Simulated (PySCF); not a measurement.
# One molecule, several mistakes: BGeH3O

Calculated results; nothing here was measured. They come from PySCF 2.14.0, an open-source quantum chemistry program, on an isolated molecule that a program drew, which may never have been made. The molecule is BGeH3O (charge 0, singlet), drawn as the SMILES string `[BH2][Ge][OH]`.

Each row is a Hartree-Fock (HF) and frozen-core CCSD(T) single point in the cc-pVDZ basis, meant for a local HF minimum. Run 1 is clean. Each other run has one planted mistake out of seven kinds, and not every kind appears here: one electron removed, one electron added, multiplicity raised by two, geometry at a saddle point, minimal basis STO-3G, one bond length entered in bohr, all coordinates scaled. The reference is restricted for singlets and unrestricted otherwise, and also for a bond in bohr. Adding or removing an electron swaps singlet and doublet. Electrons count all cores. HOMO and LUMO are orbital energies over both spins, the gradient is its largest component, and the lowest frequency (negative if imaginary) is given only where the gradient is small. Bond lengths are over the 5 bonds as drawn. T1 is the CCSD diagnostic: over 0.02 (restricted) or 0.045 (unrestricted) a single reference is doubtful. Germanium has the cc-pVDZ-PP basis, with a core potential (ECP10MDF) in place of its 10 inner electrons, and its 3s, 3p and 3d shells are frozen in CCSD(T).

Geometry of the clean run:
```xyz
6
BGeH3O, angstrom
B    -0.2232   -0.8761    0.8619
Ge   -1.3312   -2.0483   -0.5574
O    -2.2330   -3.0825    0.6011
H     0.8732   -1.2038    1.2373
H    -0.6460    0.1674    1.2894
H    -2.1013   -2.9692    1.5308
```

| run | electrons | basis functions | <S^2> | HOMO (eV) | LUMO (eV) | gradient (hartree/bohr) | lowest frequency (cm^-1) | mean bond (Å) | longest bond (Å) | T1 | HF (hartree) | CCSD(T) (hartree) | mistake |
|---|---|---|---|---|---|---|---|---|---|---|---|---|---|
| 1 | 48 | 66 | 0.000 | -8.45 | 1.17 | 3.7e-05 | 163 | 1.4597 | 2.149 | 0.0201 | -394.63611 | -395.02740 | no fault |
| 2 | 49 | 66 | 0.816 | -0.14 | 6.37 | 3.4e-02 | - | 1.4597 | 2.149 | 0.0242 | -394.61603 | -395.01158 | one electron added |
| 3 | 48 | 66 | 0.959 | -7.11 | 0.87 | 1.1e-02 | - | 1.8421 | 4.060 | 0.0252 | -394.57266 | -394.93641 | one bond length entered in bohr |
| 4 | 48 | 66 | 0.000 | -8.64 | 0.76 | 6.4e-02 | - | 1.5678 | 2.308 | 0.0238 | -394.61417 | -395.01514 | all coordinates scaled |
| 5 | 48 | 66 | 2.026 | -6.92 | 0.11 | 1.6e-02 | - | 1.4597 | 2.149 | 0.0227 | -394.58546 | -394.95424 | multiplicity raised by two |
| 6 | 47 | 66 | 0.782 | -17.06 | -6.67 | 3.8e-02 | - | 1.4597 | 2.149 | 0.0265 | -394.35922 | -394.72584 | ? |

**Which mistake was planted in run 6, and what did it cost?**

It counts 47 electrons, one fewer than the clean run, at the same geometry and basis. So the mistake is: one electron removed. Subtracting run 1 and multiplying by 627.51 kcal/mol a hartree, the energy moved by 173.8 kcal/mol in HF and 189.2 kcal/mol in CCSD(T).

Cautions from the logs. Run 1: T1 is over the limit, so its CCSD(T) energy is less reliable; run 2: the added electron raises the CCSD(T) energy, so it isn't bound in this basis; run 4: T1 is over the limit, so its CCSD(T) energy is less reliable.
